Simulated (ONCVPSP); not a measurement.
# An all-electron radial function and its pseudo partner (Al)

Columns: radius, all-electron u(r) and pseudo u(r) of the 3s shell (level -7.77 eV) of aluminium in the configuration [Ne] 3s2 3p1; PW91, non-relativistic, ONCV scheme, ONCVPSP 4.0.1.

```json
{"r (bohr)": "0.098", "all-electron": "0.1226", "pseudo": "0.0205"}
{"r (bohr)": "0.195", "all-electron": "-0.0687", "pseudo": "0.0408"}
{"r (bohr)": "0.292", "all-electron": "-0.2263", "pseudo": "0.0618"}
{"r (bohr)": "0.390", "all-electron": "-0.2930", "pseudo": "0.0851"}
{"r (bohr)": "0.488", "all-electron": "-0.2813", "pseudo": "0.1121"}
{"r (bohr)": "0.585", "all-electron": "-0.2189", "pseudo": "0.1433"}
{"r (bohr)": "0.682", "all-electron": "-0.1282", "pseudo": "0.1790"}
{"r (bohr)": "0.780", "all-electron": "-0.0238", "pseudo": "0.2184"}
{"r (bohr)": "0.878", "all-electron": "0.0826", "pseudo": "0.2600"}
{"r (bohr)": "0.975", "all-electron": "0.1835", "pseudo": "0.3025"}
{"r (bohr)": "1.072", "all-electron": "0.2762", "pseudo": "0.3465"}
{"r (bohr)": "1.170", "all-electron": "0.3596", "pseudo": "0.3931"}
{"r (bohr)": "1.268", "all-electron": "0.4320", "pseudo": "0.4419"}
{"r (bohr)": "1.365", "all-electron": "0.4928", "pseudo": "0.4909"}
{"r (bohr)": "1.463", "all-electron": "0.5439", "pseudo": "0.5386"}
{"r (bohr)": "1.560", "all-electron": "0.5850", "pseudo": "0.5808"}
{"r (bohr)": "1.658", "all-electron": "0.6177", "pseudo": "0.6157"}
{"r (bohr)": "1.755", "all-electron": "0.6421", "pseudo": "0.6416"}
{"r (bohr)": "1.852", "all-electron": "0.6592", "pseudo": "0.6592"}
{"r (bohr)": "1.950", "all-electron": "0.6698", "pseudo": "0.6698"}
{"r (bohr)": "2.047", "all-electron": "0.6745", "pseudo": "0.6745"}
{"r (bohr)": "2.145", "all-electron": "0.6740", "pseudo": "0.6740"}
{"r (bohr)": "2.242", "all-electron": "0.6692", "pseudo": "0.6692"}
{"r (bohr)": "2.340", "all-electron": "0.6605", "pseudo": "0.6605"}
{"r (bohr)": "2.438", "all-electron": "0.6486", "pseudo": "0.6486"}
{"r (bohr)": "2.535", "all-electron": "0.6343", "pseudo": "0.6343"}
```

How many radial nodes do the two functions have?

The all-electron 3s function has n − l − 1 = 2; the pseudo-wave has 0, since the states of the same l below it are removed with the core.

At about which radius was the pseudo-wave matched?

1.95 bohr. The columns agree to 0.0005 from 1.85 bohr on; several derivatives are matched, so the curves merge somewhat inside the radius.

Is the pseudo-wave norm-conserving?

Yes: the ONCV scheme keeps the norm inside the radius equal to the all-electron one, which fixes the energy derivative of the logarithmic derivative at the level.
